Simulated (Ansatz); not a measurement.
Geometry optimisation, Ansatz 0.2.0, RKS PBE-D4/def2-mTZVP.

The input (input.yaml):

```yaml
crystal:
  periodic: [false, false, false]
  atoms:
    - { symbol: "N", position_ang: [-1.10157, 0.98646, 0.11322] }
    - { symbol: C, position_ang: [0.12018, 0.45897, 0.14124] }
    - { symbol: B, position_ang: [0.7421, -0.66291, -0.58873] }
    - { symbol: Cl, position_ang: [1.23581, -0.67913, -2.3211] }
    - { symbol: H, position_ang: [-1.76893, 0.29421, -0.2609] }
    - { symbol: H, position_ang: [0.85199, 1.2076, 0.51708] }
total_charge: -1
basis:
  gaussian: { orbitals: def2-mTZVP }
hamiltonian:
  xc: pbe
  dispersion: d4
relax:
  f_tol: 0.015
  max_steps: 40
output:
  orbitals: {}
```

Launched with:

```bash
$ ansatz run input.yaml --threads 1 --pin off --max-ram 2048MiB --backend cpu --events-out ev --progress --plain --runs-dir out
```

Where does it end, and by what steps?

The run converged. Limits of this set-up: an anion without diffuse functions, the dipole of an ion depends on the origin. After 11 steps the energy has fallen by 0.398 eV; B3 moved furthest, 0.18 Å.

```json
{"step": "0", "energy less start (eV)": "0.0000", "largest force component (eV/Å)": "1.980", "accepted": "yes"}
{"step": "1", "energy less start (eV)": "-0.2950", "largest force component (eV/Å)": "1.597", "accepted": "yes"}
{"step": "2", "energy less start (eV)": "-0.3509", "largest force component (eV/Å)": "0.821", "accepted": "yes"}
{"step": "3", "energy less start (eV)": "-0.3682", "largest force component (eV/Å)": "0.774", "accepted": "yes"}
{"step": "4", "energy less start (eV)": "-0.3901", "largest force component (eV/Å)": "0.204", "accepted": "yes"}
{"step": "5", "energy less start (eV)": "-0.3949", "largest force component (eV/Å)": "0.065", "accepted": "yes"}
{"step": "6", "energy less start (eV)": "-0.3964", "largest force component (eV/Å)": "0.037", "accepted": "yes"}
{"step": "7", "energy less start (eV)": "-0.3973", "largest force component (eV/Å)": "0.037", "accepted": "yes"}
{"step": "8", "energy less start (eV)": "-0.3976", "largest force component (eV/Å)": "0.031", "accepted": "yes"}
{"step": "9", "energy less start (eV)": "-0.3976", "largest force component (eV/Å)": "0.023", "accepted": "yes"}
{"step": "10", "energy less start (eV)": "-0.3974", "largest force component (eV/Å)": "0.073", "accepted": "no"}
{"step": "11", "energy less start (eV)": "-0.3977", "largest force component (eV/Å)": "0.003", "accepted": "yes"}
```

```xyz
6
Properties=species:S:1:pos:R:3
N -1.119 0.979 0.185
C 0.109 0.540 0.005
B 0.653 -0.802 -0.532
Cl 1.311 -0.589 -2.278
H -1.767 0.280 -0.236
H 0.893 1.197 0.457
```

Whether the end is a true minimum wasn't checked by a vibrational analysis.

Time of the run: 50 s on 1 thread of Arm Neoverse N1, on a shared host, peak memory 0.14 GiB.
